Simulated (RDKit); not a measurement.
Job for RDKit: UFF on H5NSe (a complex), monomers drawn apart or pushed together.

```python
from rdkit import Chem
from rdkit.Chem import AllChem, rdDetermineBonds

blocks = [
'''4

N    -0.06812484   -0.19824362    0.01565491
H    -0.97935394   -0.30565649   -0.41507422
H     0.38346057    0.60051671   -0.41481351
H     0.47875980   -1.02166890   -0.20822339
''',
'''3

Se   -0.36285835    0.18461909    3.40285980
H     0.96491181    0.80432407    3.52404106
H    -0.21236245    0.03197720    1.93143493
''',
]
mol = None
for b in blocks:
    f = Chem.MolFromXYZBlock(b)
    rdDetermineBonds.DetermineBonds(f, charge=0)
    mol = f if mol is None else Chem.CombineMols(mol, f)
Chem.SanitizeMol(mol)
print(Chem.MolToSmiles(Chem.RemoveHs(mol)))
ff = AllChem.UFFGetMoleculeForceField(mol, vdwThresh=100.0, ignoreInterfragInteractions=False)
e = ff.CalcEnergy()
print(f'UFF energy {e:.6f} kcal/mol')
```

Output:

```
N.[SeH2]
UFF energy 28.021540 kcal/mol
```

The run finished.

Cost: roughly 0.020 core-seconds.
